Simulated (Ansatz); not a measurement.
Species: SiH₅, net charge -1, singlet state. 
Coordinates optimised at B3LYP-D3(BJ)/def2-TZVP (Ansatz, an electronic-structure program):
```
Si
H 1 1.5303
H 1 1.5303 2 120.00
H 1 1.5303 2 120.00 3 180.00
H 1 1.6158 2 90.00 3 90.00
H 1 1.6158 2 90.00 5 -180.00
```
Charge -1, spin multiplicity 1.

Property: vertical ionisation energy (to the doublet state of charge +0; each state is the SCF solution reached for its spin; the molecule has degenerate orbitals, so one determinant may break the symmetry), in eV. Valence correlation only, unless marked. Open shells are spin-unrestricted. Spin-orbit coupling is left out. Non-relativistic. Anions need diffuse functions: aug- sets have them; def2-D sets add few. Basis-set limits of correlation are two-point, X^-3; Hartree-Fock from the larger set. The bracket is a focal-point correction in the basis named.

```json
[
 {"level": "HF/aug-cc-pV(D+d)Z", "program": "Ansatz", "vertical ionisation energy (eV)": "1.65"},
 {"level": "HF/aug-cc-pV(T+d)Z", "program": "Ansatz", "vertical ionisation energy (eV)": "1.70"}
]
```

### Question
What does RI-MP2/CBS(aug-cc-pV(T+d)Z,aug-cc-pV(Q+d)Z)+[CCSD(T)-MP2]/aug-cc-pV(T+d)Z (Ansatz) give?

### Answer
2.32 eV, so HF/aug-cc-pV(T+d)Z differs from it by -0.62 eV.
